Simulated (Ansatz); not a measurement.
Consider the substitution at a C–S bond: `CSC(F)[SiH3]` + H₂Se → `FC([SiH3])[SeH]` + CH₃SH.

Isolated molecules relaxed with PBE0-D4/def2-TZVP in Ansatz; ΔE leaves out vibrations. CCSD(T)/CBS adds triple-zeta CCSD(T) − MP2 to the extrapolated MP2 energy (def2 sets, frozen cores). This one scheme is used for every species. For Se outer-core shells are correlated without core-valence functions, which leaves a few kJ/mol of doubt a bond. Scalar relativity is left out up to krypton. Each species was taken in one conformer, which may not be the lowest.

| species | CCSD(T)/CBS(def2) energy (Eh) |
| --- | --- |
| `CSC(F)[SiH3]` | -866.94191 |
| H₂Se | -2401.89790 |
| `FC([SiH3])[SeH]` | -2830.60859 |
| CH₃SH | -438.22835 |

(1) Work out ΔE.

Largest T1 diagnostic among the species: 0.012.

Answers

(1) ΔE = (-2830.60859) + (-438.22835) − (-866.94191) − (-2401.89790) = 0.00287 Eh = +0.08 eV.
